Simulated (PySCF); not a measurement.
Isomers of C5H11NOSi.

All values: PBE0/pcSseg-1 (PySCF) at GFN2-xTB geometries, gas phase, one conformer each.

Task: Rank by LUMO energy, lowest first.
A. `[CH3:1][C:2]([CH3:3])([CH3:4])[O:5][SiH2:6][C:7]#[N:8]` with C2–O5–Si6–C7 -50°
B. `[CH:1]#[C:2][Si@:3]([CH3:4])([NH2:5])[CH2:6][O:7][CH3:8]` with C2–Si3–N5–H -148° and 72°, C2–Si3–C6–O7 176°, Si3–C6–O7–C8 180°
C. `[CH3:1][CH2:2][C@@H:3]1[CH2:4][C:5](=[O:6])[Si@H:7]1[NH2:8]` with C1–C2–C3–C4 -67°, C5–Si7–N8–H -101° and 39°, C2–C3–C4–C5 -137°, C3–C4–C5–O6 -159°, C4–C5–Si7–N8 -120°, C2–C3–Si7–C5 131°
D. `[CH3:1][NH:2][C:3](=[O:4])[C@H:5]1[CH2:6][CH2:7][SiH2:8]1` with C1–N2–C3–O4 -1°, N2–C3–C5–C6 158°, C3–C5–C6–C7 127°, C5–C6–C7–Si8 -11°, C6–C7–Si8–C5 9°, C3–C5–Si8–C7 -126°
E. `[CH2:1]=[CH:2][CH2:3][NH:4][C:5](=[O:6])[SiH2:7][CH3:8]` with C1–C2–C3–N4 127°, C2–C3–N4–C5 120°, C3–N4–C5–O6 3°, N4–C5–Si7–C8 -112°
F. `[CH2:1]=[N:2][C:3](=[O:4])[CH2:5][CH2:6][SiH2:7][CH3:8]` with C1–N2–C3–O4 93°, N2–C3–C5–C6 -147°, C3–C5–C6–Si7 -46°, C5–C6–Si7–C8 -147°

Result: F (-1.33 eV), C (-1.17 eV), A (-0.74 eV), E (-0.21 eV), D (0.05 eV), B (0.28 eV).

Task: Rank by HOMO energy, lowest first.
A. `[CH3:1][C:2]([CH3:3])([CH3:4])[O:5][SiH2:6][C:7]#[N:8]` with C2–O5–Si6–C7 -50°
B. `[CH2:1]=[CH:2][CH2:3][NH:4][C:5](=[O:6])[SiH2:7][CH3:8]` with C1–C2–C3–N4 127°, C2–C3–N4–C5 120°, C3–N4–C5–O6 3°, N4–C5–Si7–C8 -112°
C. `[CH3:1][C:2]([CH3:3])([CH2:4][C:5]#[N:6])[O:7][SiH3:8]` with C1–C2–C4–C5 60°, C1–C2–O7–Si8 -174°
D. `[H]/[N:4]=[CH:3]/[C@@H:2]([CH3:1])[C:5](=[O:6])[CH2:7][SiH3:8]` with C1–C2–C3–N4 142°, C1–C2–C5–O6 2°, C2–C5–C7–Si8 -110°
E. `[CH2:1]=[N:2][C:3](=[O:4])[CH2:5][CH2:6][SiH2:7][CH3:8]` with C1–N2–C3–O4 93°, N2–C3–C5–C6 -147°, C3–C5–C6–Si7 -46°, C5–C6–Si7–C8 -147°
F. `[CH3:1][CH2:2][C@@H:3]1[CH2:4][C:5](=[O:6])[Si@H:7]1[NH2:8]` with C1–C2–C3–C4 -67°, C5–Si7–N8–H -101° and 39°, C2–C3–C4–C5 -137°, C3–C4–C5–O6 -159°, C4–C5–Si7–N8 -120°, C2–C3–Si7–C5 131°

Result: A (-8.59 eV), C (-8.45 eV), E (-7.43 eV), D (-7.23 eV), B (-6.84 eV), F (-6.14 eV).

Task: Rank by dipole moment, lowest first.
A. `[CH3:1][NH:2][C:3](=[O:4])[C@H:5]1[CH2:6][CH2:7][SiH2:8]1` with C1–N2–C3–O4 -1°, N2–C3–C5–C6 158°, C3–C5–C6–C7 127°, C5–C6–C7–Si8 -11°, C6–C7–Si8–C5 9°, C3–C5–Si8–C7 -126°
B. `[H]/[N:4]=[CH:3]/[C@@H:2]([CH3:1])[C:5](=[O:6])[CH2:7][SiH3:8]` with C1–C2–C3–N4 142°, C1–C2–C5–O6 2°, C2–C5–C7–Si8 -110°
C. `[CH3:1][C:2]([CH3:3])([CH2:4][C:5]#[N:6])[O:7][SiH3:8]` with C1–C2–C4–C5 60°, C1–C2–O7–Si8 -174°
D. `[CH2:1]=[N:2][C:3](=[O:4])[CH2:5][CH2:6][SiH2:7][CH3:8]` with C1–N2–C3–O4 93°, N2–C3–C5–C6 -147°, C3–C5–C6–Si7 -46°, C5–C6–Si7–C8 -147°
E. `[CH:1]#[C:2][Si@:3]([CH3:4])([NH2:5])[CH2:6][O:7][CH3:8]` with C2–Si3–N5–H -148° and 72°, C2–Si3–C6–O7 176°, Si3–C6–O7–C8 180°
F. `[CH3:1][CH2:2][C@@H:3]1[CH2:4][C:5](=[O:6])[Si@H:7]1[NH2:8]` with C1–C2–C3–C4 -67°, C5–Si7–N8–H -101° and 39°, C2–C3–C4–C5 -137°, C3–C4–C5–O6 -159°, C4–C5–Si7–N8 -120°, C2–C3–Si7–C5 131°

Result: E (0.72 D), B (1.93 D), F (2.60 D), C (3.05 D), A (3.43 D), D (4.54 D).

All values together:

| SMILES | μ (D) | HOMO (eV) | LUMO (eV) | lowest IAO charge (e) | highest IAO charge (e) | lowest Hirshfeld charge (e) | highest Hirshfeld charge (e) |
| --- | --- | --- | --- | --- | --- | --- | --- |
| [H]/N=C/[C@@H](C)C(=O)C[SiH3] | 1.93 | -7.23 | -1.07 | -0.591 (C) | +0.626 (Si) | -0.225 (O) | +0.324 (Si) |
| C=NC(=O)CC[SiH2]C | 4.54 | -7.43 | -1.33 | -0.730 (C) | +0.783 (Si) | -0.229 (C) | +0.316 (Si) |
| C=CCNC(=O)[SiH2]C | 3.19 | -6.84 | -0.21 | -0.712 (C) | +0.717 (Si) | -0.287 (O) | +0.340 (Si) |
| CC(=O)NC1C[SiH2]C1 | 3.73 | -7.18 | 0.23 | -0.551 (C) | +0.727 (Si) | -0.295 (O) | +0.347 (Si) |
| CC[C@@H]1CC(=O)[Si@H]1N | 2.60 | -6.14 | -1.17 | -0.819 (N) | +0.926 (Si) | -0.308 (N) | +0.384 (Si) |
| C#C[Si@](C)(N)COC | 0.72 | -7.16 | 0.28 | -0.840 (N) | +1.198 (Si) | -0.318 (N) | +0.439 (Si) |
| CNC(=O)[C@H]1CC[SiH2]1 | 3.43 | -7.13 | 0.05 | -0.542 (C) | +0.753 (Si) | -0.286 (O) | +0.355 (Si) |
| CC(C)(CC#N)O[SiH3] | 3.05 | -8.45 | 0.09 | -0.644 (O) | +0.860 (Si) | -0.226 (N) | +0.379 (Si) |
| CC(C)(C)O[SiH2]C#N | 3.44 | -8.59 | -0.74 | -0.642 (O) | +1.006 (Si) | -0.205 (O) | +0.444 (Si) |

Conformers: `[H]/[N:4]=[CH:3]/[C@@H:2]([CH3:1])[C:5](=[O:6])[CH2:7][SiH3:8]` with C1–C2–C3–N4 142°, C1–C2–C5–O6 2°, C2–C5–C7–Si8 -110°; `[CH2:1]=[N:2][C:3](=[O:4])[CH2:5][CH2:6][SiH2:7][CH3:8]` with C1–N2–C3–O4 93°, N2–C3–C5–C6 -147°, C3–C5–C6–Si7 -46°, C5–C6–Si7–C8 -147°; `[CH2:1]=[CH:2][CH2:3][NH:4][C:5](=[O:6])[SiH2:7][CH3:8]` with C1–C2–C3–N4 127°, C2–C3–N4–C5 120°, C3–N4–C5–O6 3°, N4–C5–Si7–C8 -112°; `[CH3:1][C:2](=[O:3])[NH:4][CH:5]1[CH2:6][SiH2:7][CH2:8]1` with C1–C2–N4–C5 180°, C2–N4–C5–C6 -122°, N4–C5–C6–Si7 -137°, C5–C6–Si7–C8 12°, C6–Si7–C8–C5 -12°, N4–C5–C8–Si7 137°; `[CH3:1][CH2:2][C@@H:3]1[CH2:4][C:5](=[O:6])[Si@H:7]1[NH2:8]` with C1–C2–C3–C4 -67°, C5–Si7–N8–H -101° and 39°, C2–C3–C4–C5 -137°, C3–C4–C5–O6 -159°, C4–C5–Si7–N8 -120°, C2–C3–Si7–C5 131°; `[CH:1]#[C:2][Si@:3]([CH3:4])([NH2:5])[CH2:6][O:7][CH3:8]` with C2–Si3–N5–H -148° and 72°, C2–Si3–C6–O7 176°, Si3–C6–O7–C8 180°; `[CH3:1][NH:2][C:3](=[O:4])[C@H:5]1[CH2:6][CH2:7][SiH2:8]1` with C1–N2–C3–O4 -1°, N2–C3–C5–C6 158°, C3–C5–C6–C7 127°, C5–C6–C7–Si8 -11°, C6–C7–Si8–C5 9°, C3–C5–Si8–C7 -126°; `[CH3:1][C:2]([CH3:3])([CH2:4][C:5]#[N:6])[O:7][SiH3:8]` with C1–C2–C4–C5 60°, C1–C2–O7–Si8 -174°; `[CH3:1][C:2]([CH3:3])([CH3:4])[O:5][SiH2:6][C:7]#[N:8]` with C2–O5–Si6–C7 -50°.
